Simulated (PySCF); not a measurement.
Compound: C4H14BNSi2.
Numbering: `[CH3:1][B:2]([CH3:3])[C@H:4]1[CH2:5][SiH2:6][NH:7][SiH2:8]1` (hydrogens: H9, H10, H11 on C1; H12, H13, H14 on C3; H15 on C4; H16, H17 on C5; H18, H19 on Si6; H20 on N7; H21, H22 on Si8)

Computed with PySCF at PBE0/pcSseg-1, non-relativistic, on one gas-phase PBE0-D3(BJ)/def2-SVP geometry that isn't relaxed in the solvent. The solvent is an IEF-PCM continuum (van der Waals radii × 1.2). Only the electrostatic response of the medium enters.

Gas phase at PBE0/pcSseg-1: HOMO -7.22 eV, LUMO -0.31 eV, dipole 0.15 D.

Problem. What does the continuum do to the energy, the frontier levels and the dipole at PBE0/pcSseg-1 in benzene and methanol?

Solution. 
```csv
solvent,ε,E(solvent) − E(gas) (kcal/mol),polarisation term (kcal/mol),distortion of the solute (kcal/mol),HOMO (eV),LUMO (eV),dipole (D)
benzene,2.271,-1.05,-1.09,0.04,-7.16,-0.22,0.17
methanol,32.61,-2.36,-2.53,0.17,-7.14,-0.16,0.23
```

The polarisation term is half the interaction of the solute with the surface charges that it induces; the rest is the cost of distorting the solute's density. The sum is the electrostatic part of solvation alone. From benzene to methanol the lowering changes by a factor 2.24, Onsager's factor (ε − 1)/(2ε + 1) by 2.08 and ε itself by 14.4.

Problem. Which Hirshfeld charges (PBE0/pcSseg-1) respond most in benzene (means over atoms taken as equivalent)?

Solution. 
```csv
atoms,environment,gas (e),solvent (e),change
H20,N–H hydrogen,+0.120,+0.125,+0.005
H19,Si–H hydrogen,-0.095,-0.097,-0.002
H21,Si–H hydrogen,-0.091,-0.092,-0.001
H18,Si–H hydrogen,-0.088,-0.090,-0.002
H22,Si–H hydrogen,-0.085,-0.087,-0.002
H15,methine hydrogen,+0.041,+0.042,+0.001
H16,methylene hydrogen,+0.040,+0.041,+0.001
H17,methylene hydrogen,+0.040,+0.041,+0.001
```

Hardware: one thread of an Arm Neoverse N1, shared host. Cost: 83 s wall, 1.3 GiB resident at most. This is the whole shielding run at PBE0/pcSseg-1 in methanol, SCF included.
